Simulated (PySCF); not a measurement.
This PySCF input asks for the NMR shieldings of `C=CP(C)COC`, C5H11OP; the geometry comes from GFN2-xTB.

```python
import basis_set_exchange as bse
import numpy as np
from pyscf import gto, dft
from pyscf.prop import nmr

atoms = """
C    -2.757581    1.038427   -0.316454
C    -1.505430    0.908821    0.087439
P    -0.982515   -0.388802    1.260423
C     0.182350    0.646759    2.259305
C     0.293228   -1.191300    0.149003
O     1.115659   -0.215456   -0.432677
C     2.082589   -0.755315   -1.292905
H    -3.533846    0.379112    0.037060
H    -3.060933    1.804585   -1.013568
H    -0.722965    1.569513   -0.266902
H     0.894236    1.149439    1.608137
H    -0.396291    1.381110    2.817127
H     0.711091    0.008947    2.965877
H     0.884267   -1.900363    0.751763
H    -0.236573   -1.772532   -0.622520
H     2.746323   -1.446387   -0.757694
H     1.615248   -1.292529   -2.128137
H     2.662384    0.082288   -1.676890
"""
names = dict.fromkeys(["C", "P", "O", "H"], "pcSseg-1")
basis = {el: gto.basis.parse(bse.get_basis(n, elements=[el], fmt="nwchem")) for el, n in names.items()}
mol = gto.M(atom=atoms, basis=basis, charge=0, verbose=0)
mf = dft.RKS(mol, xc="PBE0")
mf.grids.level = 2
mf.grids.alignment = dft.numint.BLKSIZE   # the property module wants whole blocks of grid points
mf.conv_tol = 1e-9
mf.kernel()

calc = nmr.RKS(mf)   # GIAO
C = mf.mo_coeff
Co = C[:, mf.mo_occ > 0]
resp = mf.gen_response(singlet=True, hermi=2)
def vind(x):   # induced exchange potential for any number of trial vectors
    d = np.einsum("pi,xij,qj->xpq", C, 2 * x.reshape(-1, C.shape[1], Co.shape[1]), Co, optimize=True)
    return np.einsum("xpq,pi,qj->xij", resp(d - d.transpose(0, 2, 1)), C, Co, optimize=True).ravel()
mo1, _ = nmr.rhf.solve_mo1(calc, with_cphf=vind)
sigma = calc.kernel(mo1)
for i, s in enumerate(sigma):   # ppm
    w = np.linalg.eigvalsh((s + s.T) / 2)
    print("%2d %-2s iso %8.1f  s11 %8.1f  s22 %8.1f  s33 %8.1f" % (i, mol.atom_pure_symbol(i), w.mean(), *w))
```

Question: What does it print?

Answer: 
```
 0 C  iso     49.8  s11    -69.6  s22     60.2  s33    158.8
 1 C  iso     36.4  s11    -84.1  s22     33.8  s33    159.4
 2 P  iso    370.1  s11    328.5  s22    375.4  s33    406.3
 3 C  iso    176.4  s11    160.1  s22    178.2  s33    190.9
 4 C  iso    110.1  s11     80.4  s22     97.4  s33    152.5
 5 O  iso    320.8  s11    302.9  s22    315.6  s33    344.1
 6 C  iso    123.8  s11     93.0  s22     94.4  s33    184.1
 7 H  iso     25.5  s11     21.6  s22     24.8  s33     30.1
 8 H  iso     25.6  s11     22.2  s22     24.6  s33     29.9
 9 H  iso     24.7  s11     20.4  s22     23.9  s33     29.8
10 H  iso     29.5  s11     24.1  s22     30.0  s33     34.5
11 H  iso     30.9  s11     26.5  s22     28.2  s33     38.0
12 H  iso     31.0  s11     26.8  s22     27.5  s33     38.6
13 H  iso     28.3  s11     24.4  s22     27.6  s33     32.8
14 H  iso     28.2  s11     24.1  s22     28.0  s33     32.5
15 H  iso     28.5  s11     24.5  s22     26.0  s33     34.8
16 H  iso     28.4  s11     24.5  s22     26.0  s33     34.8
17 H  iso     27.8  s11     23.5  s22     25.2  s33     34.5
```

These numbers come from an equivalent density-fitted implementation of the same equations, which agrees with the script to about 0.01 ppm for H and up to a few tenths of a ppm for heavy atoms, so last digits may differ.

Size and cost of the density-fitted run: 181 basis functions, 27 s wall time on 1 thread of an Arm Neoverse V1, shared host.
